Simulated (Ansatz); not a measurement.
A short molecular-dynamics run on C₂H₅F₃Sn (`C[CH2][Sn]([F])([F])[F]`).

```yaml
crystal:
  periodic: [false, false, false]
  atoms:
    - {symbol: C, position_ang: [0.066665, -1.143336, 1.042584]}
    - {symbol: C, position_ang: [0.602049, -0.552669, -0.252744]}
    - {symbol: Sn, position_ang: [-0.357016, 1.268120, -0.770253]}
    - {symbol: F, position_ang: [-2.234599, 1.099702, -1.021962]}
    - {symbol: F, position_ang: [0.256111, 2.100939, -2.364725]}
    - {symbol: F, position_ang: [-0.193116, 2.619625, 0.557857]}
    - {symbol: H, position_ang: [0.590794, -2.075878, 1.266509]}
    - {symbol: H, position_ang: [-0.998532, -1.371392, 0.976344]}
    - {symbol: H, position_ang: [0.214705, -0.470227, 1.888759]}
    - {symbol: H, position_ang: [0.452391, -1.215523, -1.106796]}
    - {symbol: H, position_ang: [1.666048, -0.316460, -0.195071]}
basis:
  gaussian: {orbitals: def2-SVP}
hamiltonian: {xc: {name: revPBE}, dispersion: d3bjatm}
md: {timestep: 1 fs, n_steps: 30, ensemble: nvt_nose_hoover, temperature: 700, initial_velocities: maxwell_boltzmann, seed: 855}
```

```sh
$ ansatz run in.yaml --threads 4 --pin off --events-out ev --progress --plain --max-ram 11315MiB
```

```json
{"step": "0", "time (fs)": "0.0", "potential energy (eV)": "-16129.9919", "kinetic (eV)": "0.8143", "T (K)": "700", "conserved (eV)": "-16129.1776"}
{"step": "1", "time (fs)": "1.0", "potential energy (eV)": "-16129.9908", "kinetic (eV)": "0.8131", "T (K)": "699", "conserved (eV)": "-16129.1777"}
{"step": "2", "time (fs)": "2.0", "potential energy (eV)": "-16129.9032", "kinetic (eV)": "0.7292", "T (K)": "627", "conserved (eV)": "-16129.1741"}
{"step": "3", "time (fs)": "3.0", "potential energy (eV)": "-16129.7820", "kinetic (eV)": "0.6119", "T (K)": "526", "conserved (eV)": "-16129.1702"}
{"step": "4", "time (fs)": "4.0", "potential energy (eV)": "-16129.6873", "kinetic (eV)": "0.5192", "T (K)": "446", "conserved (eV)": "-16129.1682"}
{"step": "5", "time (fs)": "5.0", "potential energy (eV)": "-16129.6500", "kinetic (eV)": "0.4812", "T (K)": "414", "conserved (eV)": "-16129.1690"}
{"step": "6", "time (fs)": "6.0", "potential energy (eV)": "-16129.6568", "kinetic (eV)": "0.4850", "T (K)": "417", "conserved (eV)": "-16129.1721"}
{"step": "7", "time (fs)": "7.0", "potential energy (eV)": "-16129.6626", "kinetic (eV)": "0.4887", "T (K)": "420", "conserved (eV)": "-16129.1742"}
{"step": "8", "time (fs)": "8.0", "potential energy (eV)": "-16129.6407", "kinetic (eV)": "0.4696", "T (K)": "404", "conserved (eV)": "-16129.1717"}
{"step": "9", "time (fs)": "9.0", "potential energy (eV)": "-16129.6314", "kinetic (eV)": "0.4647", "T (K)": "399", "conserved (eV)": "-16129.1675"}
{"step": "10", "time (fs)": "10.0", "potential energy (eV)": "-16129.6917", "kinetic (eV)": "0.5230", "T (K)": "450", "conserved (eV)": "-16129.1698"}
{"step": "11", "time (fs)": "11.0", "potential energy (eV)": "-16129.7885", "kinetic (eV)": "0.6138", "T (K)": "528", "conserved (eV)": "-16129.1761"}
{"step": "12", "time (fs)": "12.0", "potential energy (eV)": "-16129.8297", "kinetic (eV)": "0.6532", "T (K)": "562", "conserved (eV)": "-16129.1783"}
{"step": "13", "time (fs)": "13.0", "potential energy (eV)": "-16129.7790", "kinetic (eV)": "0.6059", "T (K)": "521", "conserved (eV)": "-16129.1754"}
{"step": "14", "time (fs)": "14.0", "potential energy (eV)": "-16129.6778", "kinetic (eV)": "0.5095", "T (K)": "438", "conserved (eV)": "-16129.1710"}
{"step": "15", "time (fs)": "15.0", "potential energy (eV)": "-16129.5922", "kinetic (eV)": "0.4270", "T (K)": "367", "conserved (eV)": "-16129.1684"}
{"step": "16", "time (fs)": "16.0", "potential energy (eV)": "-16129.5630", "kinetic (eV)": "0.3975", "T (K)": "342", "conserved (eV)": "-16129.1690"}
{"step": "17", "time (fs)": "17.0", "potential energy (eV)": "-16129.5805", "kinetic (eV)": "0.4119", "T (K)": "354", "conserved (eV)": "-16129.1725"}
{"step": "18", "time (fs)": "18.0", "potential energy (eV)": "-16129.5913", "kinetic (eV)": "0.4200", "T (K)": "361", "conserved (eV)": "-16129.1758"}
{"step": "19", "time (fs)": "19.0", "potential energy (eV)": "-16129.5516", "kinetic (eV)": "0.3828", "T (K)": "329", "conserved (eV)": "-16129.1737"}
{"step": "20", "time (fs)": "20.0", "potential energy (eV)": "-16129.4964", "kinetic (eV)": "0.3342", "T (K)": "287", "conserved (eV)": "-16129.1676"}
{"step": "21", "time (fs)": "21.0", "potential energy (eV)": "-16129.5122", "kinetic (eV)": "0.3507", "T (K)": "301", "conserved (eV)": "-16129.1675"}
{"step": "22", "time (fs)": "22.0", "potential energy (eV)": "-16129.6008", "kinetic (eV)": "0.4331", "T (K)": "372", "conserved (eV)": "-16129.1743"}
{"step": "23", "time (fs)": "23.0", "potential energy (eV)": "-16129.6655", "kinetic (eV)": "0.4948", "T (K)": "425", "conserved (eV)": "-16129.1781"}
{"step": "24", "time (fs)": "24.0", "potential energy (eV)": "-16129.6457", "kinetic (eV)": "0.4782", "T (K)": "411", "conserved (eV)": "-16129.1757"}
{"step": "25", "time (fs)": "25.0", "potential energy (eV)": "-16129.5711", "kinetic (eV)": "0.4090", "T (K)": "352", "conserved (eV)": "-16129.1711"}
{"step": "26", "time (fs)": "26.0", "potential energy (eV)": "-16129.5100", "kinetic (eV)": "0.3518", "T (K)": "302", "conserved (eV)": "-16129.1680"}
{"step": "27", "time (fs)": "27.0", "potential energy (eV)": "-16129.5108", "kinetic (eV)": "0.3531", "T (K)": "303", "conserved (eV)": "-16129.1682"}
{"step": "28", "time (fs)": "28.0", "potential energy (eV)": "-16129.5688", "kinetic (eV)": "0.4081", "T (K)": "351", "conserved (eV)": "-16129.1720"}
{"step": "29", "time (fs)": "29.0", "potential energy (eV)": "-16129.6270", "kinetic (eV)": "0.4629", "T (K)": "398", "conserved (eV)": "-16129.1764"}
{"step": "30", "time (fs)": "30.0", "potential energy (eV)": "-16129.6250", "kinetic (eV)": "0.4628", "T (K)": "398", "conserved (eV)": "-16129.1756"}
```

Velocities are drawn at the set temperature; a run this short doesn't reach equilibrium.

Frames (Å, forces in eV/Å):

```xyz
11
time=0.0 fs
C     0.067   -1.143    1.043    0.075    0.084   -0.183
C     0.602   -0.553   -0.253   -0.068   -0.146    0.234
Sn   -0.357    1.268   -0.770    0.537   -0.963    0.233
F    -2.235    1.100   -1.022   -1.417   -0.148   -0.180
F     0.256    2.101   -2.365    0.479    0.626   -1.221
F    -0.193    2.620    0.558    0.131    1.004    1.017
H     0.591   -2.076    1.267    0.259   -0.492    0.141
H    -0.999   -1.371    0.976   -0.562   -0.115   -0.027
H     0.215   -0.470    1.889    0.069    0.354    0.447
H     0.452   -1.216   -1.107   -0.072   -0.339   -0.470
H     1.666   -0.316   -0.195    0.568    0.135    0.010
11
time=2.0 fs
C     0.062   -1.125    1.045    0.688   -0.891    0.559
C     0.606   -0.564   -0.258   -0.602   -0.247   -0.236
Sn   -0.356    1.265   -0.764    0.470   -0.940   -0.973
F    -2.242    1.108   -1.022   -1.210   -0.131   -0.149
F     0.267    2.117   -2.384    0.212    0.246   -0.488
F    -0.202    2.613    0.546    0.188    1.329    1.364
H     0.621   -2.116    1.215   -0.423    1.027    0.261
H    -1.011   -1.446    0.940    0.363    0.573    0.339
H     0.278   -0.384    1.887   -0.553   -0.961   -0.478
H     0.414   -1.258   -1.097    0.191    0.071   -0.201
H     1.657   -0.282   -0.216    0.676   -0.077    0.004
11
time=4.0 fs
C     0.059   -1.109    1.049    0.949   -1.406    0.334
C     0.608   -0.576   -0.265   -0.295   -0.164   -0.634
Sn   -0.355    1.261   -0.758    0.341   -0.885   -2.010
F    -2.252    1.115   -1.022   -0.939   -0.113   -0.107
F     0.277    2.133   -2.405   -0.021   -0.093    0.155
F    -0.211    2.610    0.536    0.230    1.578    1.630
H     0.636   -2.119    1.175   -0.558    1.423    0.533
H    -1.011   -1.499    0.917    0.779    1.059    0.585
H     0.321   -0.332    1.870   -0.897   -1.427   -0.577
H     0.383   -1.298   -1.095    0.439    0.499    0.116
H     1.671   -0.250   -0.238   -0.028   -0.472   -0.023
11
time=6.0 fs
C     0.059   -1.097    1.054    0.996   -1.310   -0.608
C     0.609   -0.588   -0.273    0.051    0.217   -0.602
Sn   -0.354    1.258   -0.753    0.189   -0.775   -2.803
F    -2.263    1.123   -1.023   -0.625   -0.099   -0.057
F     0.288    2.149   -2.425   -0.216   -0.380    0.688
F    -0.219    2.609    0.530    0.253    1.706    1.773
H     0.631   -2.071    1.154   -0.083    0.634    0.805
H    -0.983   -1.512    0.915    0.292    1.068    0.599
H     0.330   -0.332    1.832   -0.801   -0.850    0.161
H     0.368   -1.320   -1.089    0.493    0.528    0.057
H     1.685   -0.236   -0.260   -0.550   -0.741   -0.012
11
time=8.0 fs
C     0.063   -1.090    1.057    0.829   -0.638   -1.853
C     0.610   -0.600   -0.284   -0.038    0.663   -0.134
Sn   -0.353    1.253   -0.748    0.032   -0.571   -3.317
F    -2.276    1.130   -1.024   -0.286   -0.092   -0.003
F     0.299    2.164   -2.443   -0.372   -0.618    1.112
F    -0.227    2.612    0.528    0.256    1.687    1.771
H     0.624   -2.001    1.164    0.819   -0.998    0.985
H    -0.946   -1.486    0.935   -0.844    0.587    0.390
H     0.310   -0.363    1.802   -0.345    0.499    1.354
H     0.371   -1.323   -1.082    0.313    0.149   -0.341
H     1.679   -0.250   -0.282   -0.363   -0.670    0.035
11
time=10.0 fs
C     0.069   -1.085    1.055    1.033   -0.216   -1.717
C     0.611   -0.609   -0.294   -0.568    0.774    0.350
Sn   -0.352    1.249   -0.745   -0.121   -0.243   -3.564
F    -2.290    1.137   -1.025    0.055   -0.094    0.050
F     0.308    2.179   -2.460   -0.494   -0.811    1.437
F    -0.234    2.619    0.529    0.242    1.520    1.628
H     0.647   -1.966    1.212    0.850   -1.399    0.881
H    -0.939   -1.437    0.971   -1.341    0.093    0.157
H     0.276   -0.377    1.820   -0.109    0.904    1.313
H     0.387   -1.320   -1.088    0.048   -0.221   -0.624
H     1.661   -0.289   -0.303    0.404   -0.308    0.090
11
time=12.0 fs
C     0.079   -1.081    1.047    0.958   -0.660    0.400
C     0.611   -0.617   -0.304   -0.819    0.410    0.283
Sn   -0.351    1.245   -0.743   -0.258    0.204   -3.587
F    -2.303    1.144   -1.025    0.378   -0.105    0.099
F     0.317    2.191   -2.473   -0.585   -0.965    1.676
F    -0.241    2.628    0.533    0.219    1.228    1.369
H     0.698   -1.979    1.291   -0.369    0.017    0.266
H    -0.980   -1.384    1.013   -0.171    0.007   -0.010
H     0.237   -0.360    1.885   -0.095   -0.027   -0.307
H     0.404   -1.324   -1.116   -0.109   -0.114   -0.316
H     1.658   -0.340   -0.321    0.851    0.006    0.127
11
time=14.0 fs
C     0.091   -1.078    1.040    0.098   -0.999    2.213
C     0.607   -0.623   -0.313   -0.025    0.008   -0.093
Sn   -0.350    1.241   -0.742   -0.373    0.716   -3.443
F    -2.316    1.150   -1.026    0.665   -0.120    0.138
F     0.324    2.202   -2.484   -0.653   -1.085    1.845
F    -0.247    2.640    0.540    0.192    0.852    1.036
H     0.737   -1.993    1.381   -1.191    0.978   -0.432
H    -1.026   -1.330    1.054    1.121   -0.083   -0.232
H     0.195   -0.343    1.939    0.131   -0.560   -1.451
H     0.417   -1.332   -1.156   -0.181    0.232    0.282
H     1.685   -0.391   -0.334    0.215    0.062    0.137
11
time=16.0 fs
C     0.104   -1.079    1.041   -0.640   -0.798    2.505
C     0.604   -0.629   -0.322    0.994   -0.206   -0.126
Sn   -0.349    1.237   -0.742   -0.457    1.221   -3.195
F    -2.327    1.157   -1.026    0.902   -0.137    0.167
F     0.330    2.210   -2.490   -0.701   -1.170    1.954
F    -0.253    2.654    0.549    0.167    0.440    0.673
H     0.732   -1.973    1.455   -1.133    0.859   -0.777
H    -1.033   -1.280    1.086    1.315   -0.368   -0.431
H     0.158   -0.346    1.940    0.459   -0.280   -1.456
H     0.424   -1.331   -1.185   -0.265    0.338    0.575
H     1.719   -0.440   -0.341   -0.642    0.101    0.111
11
time=18.0 fs
C     0.114   -1.082    1.049   -0.915   -0.096    0.959
C     0.604   -0.635   -0.332    1.304   -0.231    0.405
Sn   -0.348    1.233   -0.743   -0.508    1.668   -2.887
F    -2.336    1.163   -1.026    1.087   -0.154    0.185
F     0.335    2.216   -2.493   -0.731   -1.224    2.010
F    -0.259    2.669    0.560    0.147    0.031    0.319
H     0.686   -1.922    1.501   -0.228   -0.328   -0.500
H    -0.992   -1.245    1.102    0.305   -0.725   -0.507
H     0.139   -0.357    1.889    0.719    0.742   -0.393
H     0.420   -1.319   -1.194   -0.381    0.074    0.362
H     1.730   -0.484   -0.345   -0.798    0.244    0.047
11
time=20.0 fs
C     0.122   -1.086    1.059   -0.691    0.882   -1.172
C     0.608   -0.642   -0.340    0.726   -0.222    1.114
Sn   -0.348    1.230   -0.745   -0.545    2.032   -2.540
F    -2.344    1.169   -1.025    1.219   -0.172    0.193
F     0.338    2.219   -2.491   -0.743   -1.247    2.017
F    -0.264    2.683    0.571    0.133   -0.345   -0.006
H     0.632   -1.885    1.529    0.936   -1.776    0.212
H    -0.941   -1.236    1.100   -1.219   -0.910   -0.437
H     0.147   -0.340    1.823    0.771    1.667    0.758
H     0.402   -1.304   -1.190   -0.471   -0.328   -0.098
H     1.713   -0.520   -0.347   -0.115    0.418   -0.039
11
time=22.0 fs
C     0.128   -1.087    1.067   -0.369    1.178   -0.700
C     0.614   -0.650   -0.344   -0.283   -0.473    1.251
Sn   -0.347    1.227   -0.748   -0.583    2.310   -2.176
F    -2.349    1.174   -1.024    1.298   -0.190    0.189
F     0.340    2.220   -2.485   -0.734   -1.241    1.973
F    -0.269    2.697    0.582    0.128   -0.670   -0.287
H     0.610   -1.909    1.563    0.794   -1.079   -0.023
H    -0.933   -1.262    1.080   -1.186   -0.611   -0.259
H     0.183   -0.264    1.781    0.506    0.663    0.363
H     0.366   -1.301   -1.188   -0.366   -0.390   -0.190
H     1.693   -0.539   -0.350    0.796    0.502   -0.140
11
time=24.0 fs
C     0.133   -1.084    1.073   -0.609    0.692    0.671
C     0.619   -0.660   -0.345   -0.549   -0.835    0.772
Sn   -0.347    1.226   -0.752   -0.618    2.491   -1.815
F    -2.351    1.179   -1.023    1.321   -0.204    0.175
F     0.340    2.219   -2.476   -0.704   -1.201    1.875
F    -0.274    2.710    0.593    0.131   -0.936   -0.516
H     0.617   -1.973    1.595    0.013    0.712   -0.804
H    -0.966   -1.309    1.051    0.339    0.054    0.018
H     0.239   -0.164    1.752    0.014   -1.093   -0.340
H     0.317   -1.312   -1.193   -0.009   -0.061    0.195
H     1.700   -0.540   -0.359    0.672    0.382   -0.231
11
time=26.0 fs
C     0.135   -1.079    1.080   -0.694    0.204    0.722
C     0.623   -0.672   -0.343   -0.018   -0.850    0.303
Sn   -0.347    1.225   -0.756   -0.630    2.555   -1.455
F    -2.350    1.184   -1.021    1.287   -0.213    0.154
F     0.339    2.215   -2.462   -0.650   -1.123    1.722
F    -0.278    2.721    0.603    0.139   -1.142   -0.695
H     0.626   -2.012    1.597   -0.281    1.509   -0.999
H    -0.988   -1.356    1.023    1.228    0.596    0.294
H     0.295   -0.104    1.713   -0.404   -1.835   -0.281
H     0.267   -1.325   -1.190    0.360    0.198    0.478
H     1.730   -0.527   -0.377   -0.336    0.103   -0.243
11
time=28.0 fs
C     0.136   -1.073    1.090   -0.334   -0.095   -0.375
C     0.627   -0.687   -0.340    0.278   -0.421    0.189
Sn   -0.347    1.225   -0.761   -0.606    2.495   -1.072
F    -2.347    1.188   -1.019    1.200   -0.219    0.126
F     0.337    2.208   -2.445   -0.572   -1.002    1.503
F    -0.283    2.729    0.611    0.147   -1.293   -0.832
H     0.625   -1.996    1.563   -0.006    1.070   -0.560
H    -0.966   -1.380    1.005    0.890    0.770    0.449
H     0.336   -0.110    1.664   -0.558   -1.275    0.415
H     0.230   -1.332   -1.170    0.493    0.121    0.320
H     1.749   -0.510   -0.403   -0.934   -0.153   -0.165
11
time=30.0 fs
C     0.135   -1.068    1.098    0.252   -0.109   -2.162
C     0.631   -0.703   -0.337   -0.084    0.258    0.407
Sn   -0.348    1.225   -0.766   -0.558    2.318   -0.636
F    -2.342    1.192   -1.017    1.066   -0.221    0.095
F     0.333    2.200   -2.425   -0.461   -0.832    1.207
F    -0.286    2.735    0.618    0.153   -1.393   -0.933
H     0.626   -1.942    1.508    0.794   -0.500    0.327
H    -0.913   -1.376    1.005   -0.558    0.484    0.422
H     0.357   -0.162    1.632   -0.325    0.466    1.504
H     0.212   -1.335   -1.139    0.339   -0.223   -0.171
H     1.734   -0.498   -0.436   -0.617   -0.249   -0.060
```

Run time 44 s (4 threads of an Arm Neoverse V1 on a shared host); peak host memory 0.55 GiB.
